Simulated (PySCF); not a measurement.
# Two-photon absorption: SMILES CS(=O)(=O)[SiH2][SiH2]F, CH7FO2SSi2

Geometry:
```
atom   x (Å)   y (Å)   z (Å)
  C1   2.376   0.112   0.697
  S2   0.790   0.618   0.047
  O3   0.032   1.211   1.172
  O4   1.044   1.410  -1.162
 Si5  -0.518  -1.108  -0.469
 Si6  -2.475   0.193  -0.377
  F7  -3.621  -0.590  -1.237
  H8   2.947  -0.386  -0.096
  H9   2.225  -0.535   1.571
 H10   2.864   1.052   0.992
 H11  -0.124  -1.685  -1.785
 H12  -0.378  -2.113   0.625
 H13  -2.950   0.315   1.024
 H14  -2.214   1.503  -1.024
```

Computed, not measured: PySCF, TDDFT B3LYP/def2-SVPD excited states, vertical, gas phase. Geometry: PBE0-D3(BJ)/def2-SVP.

**Question.** Give the one- and two-photon strengths of the lowest singlets.

**Answer.** δ for parallel linear polarisation; σ at the peak of a Lorentzian of half width 0.1 eV, single beam; Ω is circular over linear.
| state | E (eV) | f | photon λ (nm) | δ (au) | σ (GM) | Ω | main |
| --- | --- | --- | --- | --- | --- | --- | --- |
| S1 | 5.31 | 0.061 | 467 | 163 | 1.68 | 0.56 | HOMO→LUMO 0.96 |
| S2 | 6.02 | 0.005 | 412 | 9.75 | 0.13 | 0.78 | HOMO−1→LUMO 0.75, HOMO→LUMO+1 0.11 |
| S3 | 6.13 | 0.003 | 405 | 17.6 | 0.24 | 0.63 | HOMO−2→LUMO 0.49, HOMO−1→LUMO 0.22 |
| S4 | 6.18 | 0.015 | 401 | 3.32 | 0.05 | 0.85 | HOMO→LUMO+1 0.65, HOMO−2→LUMO 0.26 |
| S5 | 6.38 | 0.024 | 389 | 24.8 | 0.37 | 0.25 | HOMO→LUMO+2 0.79, HOMO−2→LUMO 0.14 |

Among these, the strongest one-photon state is S1, the strongest two-photon state S1, with a dipole change of 6.0 D (relaxed, norm of the difference vector).
